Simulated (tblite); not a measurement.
A geometry optimisation, step by step.

Species: C4H11Si (charge +1).
SMILES with atom numbers: `[CH3:1][CH2:2][Si+:3]([CH3:4])[CH3:5]` (hydrogens: H6, H7, H8 on C1; H9, H10 on C2; H11, H12, H13 on C4; H14, H15, H16 on C5)

Computed with GFN2-xTB (tblite), gas phase: L-BFGS steps from a force-field or distance-geometry start until the largest atomic force falls under 0.01 eV/Å. 10 of its 49 geometries are shown.

Step 0: E = -420.2134 eV, largest atomic force 2.059 eV/Å
```
atom  x, y, z in Å  |  force x, y, z in eV/Å
C1     -1.798   -0.706    0.345   -0.264   0.596   0.441
C2     -0.871   -0.780   -0.859    0.375  -0.840  -0.734
Si3     0.790    0.081   -0.647   -1.683   0.315   1.144
C4      1.806   -0.661    0.683    0.980  -1.050   0.834
C5      0.582    1.911   -0.439    0.365   1.004  -1.038
H6     -2.070    0.334    0.581    0.150  -0.379  -0.077
H7     -1.358   -1.150    1.236    0.021   0.022  -0.092
H8     -2.730   -1.235    0.135    0.235   0.030  -0.080
H9     -1.370   -0.369   -1.724   -0.418   0.032  -0.354
H10    -0.680   -1.841   -1.070   -0.219   0.011  -0.091
H11     2.795   -0.207    0.736    0.127  -0.090   0.184
H12     1.944   -1.744    0.528    0.093   0.276   0.202
H13     1.329   -0.539    1.681    0.244   0.010  -0.742
H14     0.061    2.151    0.480   -0.042  -0.131   0.070
H15     0.008    2.350   -1.272    0.197   0.033   0.327
H16     1.553    2.414   -0.406   -0.163   0.159   0.005
```

Step 5: E = -420.5818 eV, largest atomic force 0.448 eV/Å
```
atom  x, y, z in Å  |  force x, y, z in eV/Å
C1     -1.800   -0.701    0.341   -0.161  -0.045   0.016
C2     -0.897   -0.821   -0.901    0.017  -0.021   0.027
Si3     0.673    0.107   -0.485    0.068  -0.033  -0.208
C4      1.859   -0.699    0.701    0.014  -0.064   0.152
C5      0.596    1.968   -0.472   -0.035   0.067   0.012
H6     -2.058    0.330    0.575    0.039  -0.073  -0.093
H7     -1.353   -1.146    1.227    0.016  -0.012  -0.091
H8     -2.718   -1.234    0.131   -0.203  -0.064   0.059
H9     -1.415   -0.386   -1.760   -0.029  -0.169  -0.007
H10    -0.708   -1.881   -1.097   -0.126   0.090  -0.103
H11     2.835   -0.220    0.759    0.010  -0.129  -0.027
H12     1.976   -1.773    0.550    0.130   0.063   0.027
H13     1.358   -0.548    1.658    0.269  -0.181   0.261
H14     0.070    2.161    0.462   -0.043   0.443   0.053
H15     0.006    2.393   -1.284    0.121   0.082   0.022
H16     1.567    2.458   -0.414   -0.086   0.044  -0.100
```

Step 11: E = -420.6764 eV, largest atomic force 0.284 eV/Å
```
atom  x, y, z in Å  |  force x, y, z in eV/Å
C1     -1.834   -0.724    0.326    0.064  -0.077  -0.091
C2     -0.915   -0.836   -0.911   -0.086   0.100   0.092
Si3     0.651    0.117   -0.443    0.012   0.007   0.237
C4      1.875   -0.718    0.738   -0.119   0.164  -0.199
C5      0.585    2.005   -0.462   -0.017  -0.142   0.114
H6     -2.061    0.314    0.545   -0.100   0.040   0.018
H7     -1.358   -1.159    1.200   -0.074  -0.049   0.028
H8     -2.769   -1.248    0.150    0.038  -0.001  -0.046
H9     -1.441   -0.429   -1.779    0.069   0.094   0.014
H10    -0.745   -1.890   -1.133    0.114  -0.067   0.039
H11     2.858   -0.255    0.753    0.050   0.094  -0.068
H12     2.022   -1.778    0.557   -0.054  -0.123  -0.102
H13     1.462   -0.615    1.738    0.028  -0.038   0.153
H14     0.071    2.312    0.451    0.016   0.079  -0.031
H15     0.033    2.429   -1.295   -0.097  -0.045  -0.154
H16     1.559    2.483   -0.448    0.155  -0.037  -0.004
```

Step 16: E = -420.7233 eV, largest atomic force 0.304 eV/Å
```
atom  x, y, z in Å  |  force x, y, z in eV/Å
C1     -1.857   -0.741    0.315   -0.210   0.031   0.124
C2     -0.916   -0.827   -0.895    0.137  -0.034   0.028
Si3     0.611    0.139   -0.340   -0.085   0.086  -0.062
C4      1.874   -0.714    0.753    0.172  -0.184   0.171
C5      0.579    2.018   -0.447    0.056   0.121  -0.156
H6     -2.116    0.293    0.536    0.025  -0.081   0.063
H7     -1.408   -1.194    1.196   -0.026   0.061   0.027
H8     -2.786   -1.266    0.128   -0.106  -0.125  -0.162
H9     -1.409   -0.397   -1.773    0.065  -0.051   0.066
H10    -0.704   -1.881   -1.119   -0.030   0.192   0.010
H11     2.854   -0.235    0.700   -0.055  -0.067  -0.009
H12     2.002   -1.773    0.503    0.011   0.146  -0.008
H13     1.564   -0.679    1.803    0.033   0.029  -0.163
H14     0.082    2.444    0.426    0.015  -0.032  -0.008
H15     0.035    2.380   -1.328    0.141  -0.065   0.128
H16     1.588    2.441   -0.470   -0.142  -0.028  -0.050
```

Step 21: E = -420.7481 eV, largest atomic force 0.224 eV/Å
```
atom  x, y, z in Å  |  force x, y, z in eV/Å
C1     -1.908   -0.763    0.317    0.045  -0.061  -0.057
C2     -0.906   -0.808   -0.858   -0.148   0.065   0.103
Si3     0.591    0.166   -0.268    0.123  -0.066   0.034
C4      1.889   -0.721    0.767   -0.064   0.135  -0.167
C5      0.584    2.034   -0.447    0.012  -0.088   0.073
H6     -2.169    0.264    0.552   -0.137   0.005   0.007
H7     -1.468   -1.208    1.205   -0.113  -0.068   0.015
H8     -2.816   -1.305    0.071    0.048   0.014  -0.027
H9     -1.369   -0.378   -1.749   -0.019   0.033   0.022
H10    -0.674   -1.846   -1.101    0.025  -0.072   0.035
H11     2.856   -0.236    0.663    0.138  -0.016   0.045
H12     1.996   -1.758    0.460    0.051  -0.123   0.010
H13     1.637   -0.715    1.824   -0.025   0.006   0.061
H14     0.099    2.521    0.399    0.003  -0.016   0.004
H15     0.057    2.343   -1.345   -0.082   0.108  -0.141
H16     1.596    2.419   -0.501    0.143   0.146  -0.017
```

Step 27: E = -420.7858 eV, largest atomic force 0.101 eV/Å
```
atom  x, y, z in Å  |  force x, y, z in eV/Å
C1     -1.985   -0.797    0.323   -0.020   0.006   0.003
C2     -0.911   -0.773   -0.779    0.058  -0.005  -0.015
Si3     0.613    0.194   -0.221    0.018   0.047  -0.007
C4      1.938   -0.722    0.749    0.048  -0.050   0.074
C5      0.620    2.058   -0.473   -0.002   0.071  -0.027
H6     -2.322    0.203    0.584   -0.005   0.019  -0.085
H7     -1.622   -1.266    1.233    0.035  -0.069  -0.037
H8     -2.841   -1.361   -0.032   -0.056  -0.019   0.020
H9     -1.339   -0.336   -1.686   -0.044   0.019   0.047
H10    -0.643   -1.802   -1.037   -0.039   0.003   0.055
H11     2.924   -0.267    0.653   -0.029   0.024  -0.018
H12     2.024   -1.764    0.430   -0.008   0.037   0.009
H13     1.699   -0.735    1.815    0.015   0.005  -0.057
H14     0.129    2.563    0.362    0.044  -0.018  -0.047
H15     0.081    2.344   -1.380    0.016  -0.022   0.053
H16     1.627    2.472   -0.550   -0.030  -0.046   0.034
```

Step 32: E = -420.7889 eV, largest atomic force 0.044 eV/Å
```
atom  x, y, z in Å  |  force x, y, z in eV/Å
C1     -1.999   -0.804    0.320   -0.009  -0.004  -0.002
C2     -0.909   -0.767   -0.766   -0.013  -0.011  -0.002
Si3     0.613    0.202   -0.203   -0.037  -0.019  -0.015
C4      1.946   -0.722    0.751   -0.001   0.011  -0.014
C5      0.624    2.064   -0.475    0.014  -0.016  -0.002
H6     -2.343    0.195    0.572    0.006  -0.008   0.002
H7     -1.639   -1.285    1.226   -0.004   0.007  -0.002
H8     -2.852   -1.371   -0.042    0.005  -0.001  -0.009
H9     -1.338   -0.326   -1.671   -0.001   0.001   0.008
H10    -0.640   -1.797   -1.021   -0.003   0.005   0.005
H11     2.928   -0.264    0.643    0.008   0.012  -0.004
H12     2.025   -1.760    0.422    0.010   0.005   0.001
H13     1.720   -0.744    1.818    0.000   0.011   0.014
H14     0.138    2.583    0.351   -0.003   0.007   0.022
H15     0.085    2.338   -1.384    0.015   0.004   0.003
H16     1.633    2.467   -0.553    0.013  -0.005  -0.004
```

Step 37: E = -420.7894 eV, largest atomic force 0.060 eV/Å
```
atom  x, y, z in Å  |  force x, y, z in eV/Å
C1     -2.004   -0.808    0.320    0.001  -0.004   0.001
C2     -0.914   -0.769   -0.764    0.004   0.013   0.002
Si3     0.607    0.200   -0.203    0.051   0.014   0.028
C4      1.947   -0.717    0.750   -0.004   0.012  -0.008
C5      0.629    2.062   -0.473   -0.001  -0.005   0.007
H6     -2.347    0.191    0.571   -0.019   0.009   0.008
H7     -1.645   -1.287    1.225   -0.011  -0.009   0.010
H8     -2.854   -1.374   -0.048   -0.016  -0.004   0.008
H9     -1.341   -0.323   -1.667   -0.012  -0.022  -0.025
H10    -0.642   -1.798   -1.016   -0.011  -0.019  -0.028
H11     2.929   -0.258    0.639   -0.013   0.018  -0.008
H12     2.029   -1.755    0.422    0.007  -0.004   0.002
H13     1.724   -0.738    1.817    0.002   0.011  -0.001
H14     0.144    2.583    0.353    0.016  -0.005   0.000
H15     0.092    2.338   -1.382   -0.009   0.012  -0.013
H16     1.639    2.462   -0.554    0.015  -0.015   0.016
```

Step 43: E = -420.7917 eV, largest atomic force 0.048 eV/Å
```
atom  x, y, z in Å  |  force x, y, z in eV/Å
C1     -2.024   -0.819    0.317   -0.006   0.008   0.005
C2     -0.930   -0.779   -0.765   -0.015  -0.010   0.000
Si3     0.595    0.191   -0.207   -0.039  -0.008  -0.027
C4      1.953   -0.695    0.744    0.006  -0.009   0.012
C5      0.649    2.054   -0.465    0.004   0.007  -0.014
H6     -2.369    0.180    0.568   -0.005  -0.016   0.000
H7     -1.670   -1.300    1.225   -0.001   0.001  -0.014
H8     -2.873   -1.385   -0.055    0.002   0.009   0.018
H9     -1.363   -0.336   -1.668    0.025   0.002  -0.002
H10    -0.665   -1.810   -1.022    0.018   0.026   0.004
H11     2.922   -0.212    0.619   -0.002  -0.002   0.001
H12     2.058   -1.735    0.429    0.002   0.009   0.015
H13     1.737   -0.704    1.813    0.013  -0.009  -0.011
H14     0.177    2.579    0.367    0.009  -0.004  -0.016
H15     0.122    2.354   -1.373    0.001  -0.001   0.022
H16     1.671    2.426   -0.538   -0.011  -0.003   0.008
```

Step 48: E = -420.7920 eV, largest atomic force 0.009 eV/Å
```
atom  x, y, z in Å  |  force x, y, z in eV/Å
C1     -2.029   -0.821    0.317   -0.001  -0.001  -0.005
C2     -0.933   -0.779   -0.764    0.006   0.005  -0.003
Si3     0.591    0.191   -0.205    0.001   0.000   0.004
C4      1.954   -0.693    0.744   -0.001  -0.001  -0.003
C5      0.651    2.053   -0.465    0.000  -0.003  -0.001
H6     -2.376    0.177    0.568   -0.001   0.001   0.003
H7     -1.675   -1.303    1.224    0.004   0.001  -0.002
H8     -2.877   -1.387   -0.056   -0.008  -0.003   0.002
H9     -1.360   -0.335   -1.668    0.000  -0.001  -0.002
H10    -0.662   -1.808   -1.021    0.001   0.002   0.004
H11     2.921   -0.207    0.614    0.001   0.002  -0.002
H12     2.060   -1.732    0.430    0.001  -0.006   0.000
H13     1.744   -0.703    1.813   -0.002   0.003   0.005
H14     0.183    2.582    0.365   -0.003  -0.003   0.006
H15     0.125    2.355   -1.371   -0.002   0.004  -0.004
H16     1.675    2.421   -0.537    0.003   0.001  -0.004
```

**Question.** Summarise the path.

**Answer.** The energy falls by 55.83 kJ/mol from step 0 to step 48; nine tenths of that is first reached at step 18. It falls at every step. The largest force goes from 2.059 to 0.009 eV/Å. Among the bonds Si3–C4 changes most, from 1.831 to 1.882 Å; the atoms move by 0.280 Å rms after alignment.

**Question.** Follow the three bonds and two angles with the largest change from start to end.

**Answer.** 
```
step  E above end (kJ/mol)  largest force (eV/Å)  Si3–C4 (Å)  Si3–C5 (Å)  C4–H13 (Å)  C4–Si3–C5 (°)  C2–Si3–C5 (°)
   0                 55.83                 2.059       1.831       1.853       1.112          112.4          111.4
   2                 32.85                 1.105       1.871       1.861       1.086          114.5          115.2
   4                 22.01                 0.483       1.868       1.862       1.085          116.7          117.5
   6                 18.26                 0.483       1.858       1.865       1.096          117.3          117.5
   8                 13.44                 0.454       1.873       1.881       1.099          117.8          117.7
  10                 11.79                 0.187       1.890       1.889       1.090          117.9          118.0
  13                  9.04                 0.346       1.893       1.885       1.088          118.8          118.7
  15                  7.47                 0.296       1.881       1.883       1.094          119.5          118.7
  17                  5.86                 0.277       1.873       1.880       1.095          120.3          118.7
  19                  5.00                 0.174       1.879       1.878       1.091          120.9          118.8
  21                  4.24                 0.224       1.882       1.877       1.087          121.6          118.9
  23                  2.76                 0.269       1.879       1.875       1.086          122.9          118.5
  25                  1.24                 0.192       1.874       1.877       1.090          123.4          118.1
  27                  0.60                 0.101       1.880       1.882       1.093          123.3          118.1
  29                  0.40                 0.065       1.885       1.884       1.091          123.5          118.1
  31                  0.32                 0.046       1.883       1.883       1.090          123.7          118.0
  33                  0.29                 0.036       1.881       1.882       1.091          123.7          118.0
  35                  0.28                 0.021       1.881       1.881       1.091          123.5          118.1
  38                  0.22                 0.057       1.883       1.882       1.090          122.9          118.5
  40                  0.15                 0.063       1.882       1.882       1.090          122.2          118.8
  42                  0.06                 0.073       1.880       1.882       1.091          121.3          119.2
  44                  0.02                 0.021       1.881       1.882       1.091          120.9          119.4
  46                  0.01                 0.015       1.882       1.882       1.090          120.8          119.5
  48                  0.00                 0.009       1.882       1.882       1.090          120.7          119.5
```

The cost below is that of the whole relaxation. The run took 0.26 s on an Arm Neoverse V1 with one thread, shared host with 64 logical CPUs at a one-minute load of 20.
